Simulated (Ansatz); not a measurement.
Born–Oppenheimer molecular dynamics of Cl2H2O2Ti (7 atoms, charge 0, multiplicity 1). It starts from a relaxed structure.

Computed with Ansatz 0.2.0, RKS B3LYP/def2-SVP.

```yaml
ensemble: NVT, Langevin thermostat
time_step: 0.25 fs
steps_asked: 166
set_temperature: 300 K
friction: 0.01 /fs
seed: 162905
```

Frames 2.5 fs apart, positions in Å, forces in eV/Å.

Velocities at 5 fs (Å/ps):

```
Ti 1.06 -0.36 -0.30
O -6.48 2.38 -1.34
H -13.34 -3.19 -25.54
O -2.98 -2.50 0.08
H 11.19 4.57 24.92
Cl -1.09 0.48 2.34
Cl 2.86 0.55 -3.49
```

```xyz
7
Properties=species:S:1:pos:R:3:forces:R:3 time_fs=5 energy_less_start_eV=0.047 T=212
Ti -0.101 -0.145 -0.127 -0.89 0.16 -0.29
O -0.073 -0.167 1.619 0.22 -0.06 0.21
H -0.729 -0.154 2.321 -0.16 0.01 0.25
O 1.514 -0.339 -0.759 1.96 -0.19 0.68
H 2.359 -0.439 -0.232 -1.17 0.14 -0.84
Cl -0.976 1.791 -0.763 0.05 -0.04 -0.02
Cl -1.375 -1.803 -0.847 -0.02 -0.02 0.01
7
Properties=species:S:1:pos:R:3:forces:R:3 time_fs=7.5 energy_less_start_eV=0.069 T=169
Ti -0.098 -0.146 -0.129 -1.17 0.26 -0.37
O -0.088 -0.159 1.615 0.88 -0.09 -0.31
H -0.762 -0.154 2.277 -0.81 0.02 0.92
O 1.511 -0.344 -0.755 2.05 -0.16 0.57
H 2.341 -0.424 -0.212 -0.97 0.09 -0.79
Cl -0.979 1.793 -0.758 0.07 -0.06 -0.03
Cl -1.367 -1.801 -0.856 -0.05 -0.05 0.00
7
Properties=species:S:1:pos:R:3:forces:R:3 time_fs=10 energy_less_start_eV=0.091 T=169
Ti -0.098 -0.147 -0.132 -1.36 0.35 -0.38
O -0.100 -0.148 1.610 -0.42 -0.12 1.05
H -0.816 -0.157 2.279 0.52 0.02 -0.37
O 1.510 -0.350 -0.750 -0.58 0.06 -1.22
H 2.284 -0.403 -0.231 1.85 -0.14 0.99
Cl -0.983 1.795 -0.753 0.08 -0.07 -0.05
Cl -1.359 -1.798 -0.866 -0.10 -0.11 -0.01
7
Properties=species:S:1:pos:R:3:forces:R:3 time_fs=12.5 energy_less_start_eV=0.075 T=187
Ti -0.099 -0.148 -0.136 -1.39 0.44 -0.33
O -0.113 -0.139 1.606 -0.72 -0.17 1.35
H -0.846 -0.166 2.269 0.83 0.05 -0.65
O 1.508 -0.357 -0.749 1.07 -0.03 -0.22
H 2.303 -0.379 -0.202 0.29 -0.03 -0.03
Cl -0.988 1.796 -0.748 0.09 -0.06 -0.07
Cl -1.351 -1.794 -0.874 -0.17 -0.19 -0.05
7
Properties=species:S:1:pos:R:3:forces:R:3 time_fs=15 energy_less_start_eV=0.123 T=150
Ti -0.101 -0.149 -0.141 -1.18 0.53 -0.22
O -0.126 -0.131 1.604 0.47 -0.15 0.19
H -0.838 -0.161 2.241 -0.36 0.01 0.45
O 1.510 -0.365 -0.750 2.87 0.00 1.09
H 2.347 -0.360 -0.169 -1.66 -0.03 -1.32
Cl -0.995 1.798 -0.743 0.10 -0.08 -0.09
Cl -1.345 -1.789 -0.881 -0.24 -0.28 -0.09
7
Properties=species:S:1:pos:R:3:forces:R:3 time_fs=17.5 energy_less_start_eV=0.064 T=188
Ti -0.104 -0.151 -0.145 -0.84 0.64 -0.17
O -0.138 -0.122 1.601 0.49 -0.17 0.08
H -0.848 -0.146 2.241 -0.36 0.01 0.44
O 1.520 -0.373 -0.749 0.75 0.05 -0.02
H 2.315 -0.338 -0.199 0.18 -0.03 -0.09
Cl -1.003 1.800 -0.735 0.12 -0.11 -0.11
Cl -1.337 -1.784 -0.887 -0.33 -0.39 -0.14
7
Properties=species:S:1:pos:R:3:forces:R:3 time_fs=20 energy_less_start_eV=0.119 T=149
Ti -0.107 -0.153 -0.151 -0.42 0.72 -0.01
O -0.146 -0.116 1.601 -0.56 -0.22 0.87
H -0.879 -0.134 2.259 0.70 0.04 -0.55
O 1.532 -0.385 -0.749 -1.60 -0.04 -1.23
H 2.297 -0.320 -0.232 2.17 0.13 1.25
Cl -1.010 1.801 -0.729 0.14 -0.13 -0.12
Cl -1.329 -1.779 -0.892 -0.43 -0.51 -0.20
7
Properties=species:S:1:pos:R:3:forces:R:3 time_fs=22.5 energy_less_start_eV=0.090 T=172
Ti -0.110 -0.153 -0.157 -0.03 0.78 0.16
O -0.156 -0.112 1.600 -0.14 -0.22 0.35
H -0.889 -0.118 2.240 0.28 0.03 -0.16
O 1.536 -0.396 -0.753 1.37 0.31 0.87
H 2.368 -0.296 -0.210 -1.08 -0.16 -0.82
Cl -1.016 1.801 -0.725 0.14 -0.12 -0.15
Cl -1.323 -1.773 -0.899 -0.53 -0.62 -0.26
7
Properties=species:S:1:pos:R:3:forces:R:3 time_fs=25 energy_less_start_eV=0.106 T=157
Ti -0.112 -0.155 -0.163 0.22 0.84 0.30
O -0.168 -0.107 1.599 0.80 -0.24 -0.61
H -0.895 -0.099 2.210 -0.66 0.04 0.66
O 1.542 -0.404 -0.754 1.18 0.37 0.89
H 2.377 -0.282 -0.222 -1.08 -0.19 -0.78
Cl -1.022 1.800 -0.721 0.14 -0.12 -0.17
Cl -1.318 -1.770 -0.908 -0.59 -0.70 -0.29
7
Properties=species:S:1:pos:R:3:forces:R:3 time_fs=27.5 energy_less_start_eV=0.145 T=112
Ti -0.113 -0.156 -0.167 0.36 0.80 0.34
O -0.178 -0.105 1.596 -0.06 -0.23 0.04
H -0.931 -0.077 2.209 0.21 0.02 -0.09
O 1.549 -0.411 -0.753 -2.47 -0.14 -1.15
H 2.327 -0.273 -0.278 2.41 0.37 1.34
Cl -1.027 1.799 -0.716 0.15 -0.12 -0.18
Cl -1.316 -1.768 -0.918 -0.60 -0.70 -0.30
7
Properties=species:S:1:pos:R:3:forces:R:3 time_fs=30 energy_less_start_eV=0.097 T=176
Ti -0.114 -0.156 -0.170 0.38 0.74 0.35
O -0.190 -0.105 1.594 -0.60 -0.19 0.51
H -0.961 -0.054 2.207 0.77 -0.03 -0.54
O 1.547 -0.420 -0.756 0.14 0.33 0.37
H 2.382 -0.256 -0.282 -0.23 -0.09 -0.20
Cl -1.029 1.797 -0.715 0.14 -0.08 -0.20
Cl -1.315 -1.768 -0.927 -0.60 -0.68 -0.30
7
Properties=species:S:1:pos:R:3:forces:R:3 time_fs=32.5 energy_less_start_eV=0.169 T=97
Ti -0.113 -0.154 -0.172 0.32 0.58 0.40
O -0.200 -0.106 1.594 0.34 -0.25 -0.28
H -0.961 -0.025 2.177 -0.17 0.04 0.21
O 1.543 -0.426 -0.757 2.14 0.73 1.33
H 2.437 -0.241 -0.283 -2.20 -0.48 -1.18
Cl -1.031 1.793 -0.714 0.12 -0.01 -0.22
Cl -1.315 -1.769 -0.937 -0.55 -0.62 -0.27
```

Of the whole run (42 fs, mean temperature of the second half 142 K): The mean temperature of the second half is 53 % below the set value. A run of 0.042 ps of so small a system gives no equilibrium averages.

Time of the run: 5.6 min on 4 threads of Arm Neoverse V2, on a shared host, peak memory 0.26 GiB.
